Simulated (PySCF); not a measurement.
COSe.
SMILES: `O=C=[Se]`

Method: PBE0-D3(BJ)/def2-SVP geometry optimisation, gas phase (PySCF).

Masses are those of the commonest isotopes; rigid-rotor values at the optimised geometry. 

Question: What are the moment of inertia and the rotational constant?

Answer: I = 125.250 u·Å², B = 505379 MHz·u·Å²/I = 4035 MHz (0.1346 cm⁻¹, or 0.194 K as hB/k).

Question: List the first levels of a rigid rotor in a Σ state.

Answer: E(J) = BJ(J+1): J = 1: 0.269, J = 2: 0.808, J = 3: 1.615, J = 4: 2.692, J = 5: 4.038, J = 6: 5.653 cm⁻¹.

Question: Where do the first rotational lines fall?

Answer: The dipole is 0.69 D; J+1 ← J lies at 2B(J+1): 1 ← 0 at 8.07 GHz, 2 ← 1 at 16.14 GHz, 3 ← 2 at 24.21 GHz, 4 ← 3 at 32.28 GHz, 5 ← 4 at 40.35 GHz, 6 ← 5 at 48.42 GHz.

Question: Estimate the classical rotational partition function at 50 K, 298.15 K and 500 K.

Answer: Point group C∞v, symmetry number σ = 1; q = kT/(σhB), k/h = 20836.6 MHz/K: 258 at 50 K, 1540 at 298.15 K, 2580 at 500 K.

Whether it is a minimum is left open (no frequencies). Constants of a rigid frame at the computed geometry: no zero-point averaging, no centrifugal distortion.

The run took 3.0 s on Arm Neoverse V1, one thread (shared host), and the process peaked at 0.33 GiB of memory. This is the geometry optimisation.
